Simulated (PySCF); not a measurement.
**Gas-phase thermal properties of SF6**

Method: PySCF energies (xtb for GFN2) plus ideal-gas RRHO corrections (1 bar). Table values come from the NASA 1993 polynomials. 6-31G* has spherical d functions here. All species are closed-shell singlets. B3LYP is the form with VWN-RPA correlation. The harmonic model lacks anharmonicity and excited electronic states, which grow with temperature; levels with a mode under 35 cm⁻¹ are left out.

| level | point group | σ | ZPE (kJ/mol) | S°298 (J/mol/K) | Cp298 (J/mol/K) | S°1000 (J/mol/K) | H1000 − H298 (kJ/mol) |
|---|---|---|---|---|---|---|---|
| table | - | - | - | 291.5 | 97.0 | 447.8 | 94.1 |
| B3LYP/6-31G* | Oh | 24 | 53.8 | 296.7 | 100.5 | 455.0 | 95.1 |
| GFN2-xTB | Oh | 24 | 44.5 | 311.4 | 112.7 | 477.9 | 99.2 |
| HF/6-31G* | Oh | 24 | 61.5 | 287.4 | 91.2 | 438.6 | 91.5 |
| PBE/def2-SVP | Oh | 24 | 53.4 | 297.1 | 100.9 | 455.7 | 95.2 |
| PBE0/def2-TZVP | Oh | 24 | 56.0 | 291.9 | 97.1 | 448.1 | 94.1 |
σ: rotational symmetry number. Electronic degeneracy used: 1. Frequencies are unscaled.
